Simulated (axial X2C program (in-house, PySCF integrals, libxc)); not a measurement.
## Worked dissociation energy of PtP⁺: PBE50, with spin–orbit coupling

All values were computed with an in-house relativistic program for diatomic molecules. Two-component (2c) means X2C with spin–orbit coupling and atomic mean-field two-electron Coulomb and Gaunt terms. Basis: Pt dyall-cv3z [13s14p9d6f4g], P dyall-v3z [8s7p2d1f] (cores contracted in-house); Gaussian nuclei, density fitting, unrestricted open shells. Masses: Pt 194.965 u, P 30.974 u.

Molecular state: Ω = 0 (closed shell).

| Item | Value |
| --- | --- |
| E(Pt+) (2M_J = 5) | -18416.743821 hartree |
| E(P) (2M_J = 3) | -341.952138 hartree |
| E(PtP⁺) at Re | -18758.817482 hartree |
| ωe | 624.6 cm⁻¹ |
| ωexe | 1.7 cm⁻¹ |

(1) Work out De and D0.

The state is one determinant whose occupation by symmetry is held fixed; it was picked as the lowest of a PBE0 search that is not exhaustive. Closed shells are restricted here (equal orbitals for both partners); the stretched side of such a curve lies too high. Dissociation energies refer to the lowest single-determinant-based atoms at the same level and basis. The functionals have no current-density term, which raises determinants with orbital currents, atoms included.

Each atomic determinant is the lowest at this level and need not be a pure J level. Totals compare only within one Hamiltonian and basis.

## Answers

(1) De = -18416.743821 + (-341.952138) − (-18758.817482) = 0.12152 hartree = 3.307 eV. The zero-point energy is ωe/2 − ωexe/4 = 312 cm⁻¹ = 0.039 eV, so D0 = 3.268 eV.
